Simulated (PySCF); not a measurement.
# Basis-set dependence of CdH at PBE

PySCF, UKS reference; doublet, unpaired electrons σ ↑; De to Cd + H without counterpoise correction.

```csv
basis,relativity,functions,Re (Å),ωe (cm⁻¹),De (eV),μ (D)
def2-SVPD,scalar-relativistic core potentials,42,1.792,1324,0.74,-0.60
cc-pVDZ-PP/cc-pVDZ,scalar-relativistic core potentials,43,1.782,1349,0.75,-0.31
x2c-TZVPPall,spin-free X2C,93,1.787,1335,0.78,-0.56
```

(1) How does each smaller set differ from the one with most functions, x2c-TZVPPall?

A positive dipole means Cd(−)H(+). Spin–orbit coupling is left out. The state was picked by a PBE0 search and need not be the measured ground state.

## Answers

(1) def2-SVPD: +0.5 pm, -0.8 % in ωe, -0.04 eV in De; cc-pVDZ-PP/cc-pVDZ: -0.5 pm, +1.0 % in ωe, -0.03 eV in De. All at PBE; the set with most functions is neither the basis-set limit nor always the best. The rows treat relativity differently, so the differences are not basis effects alone.
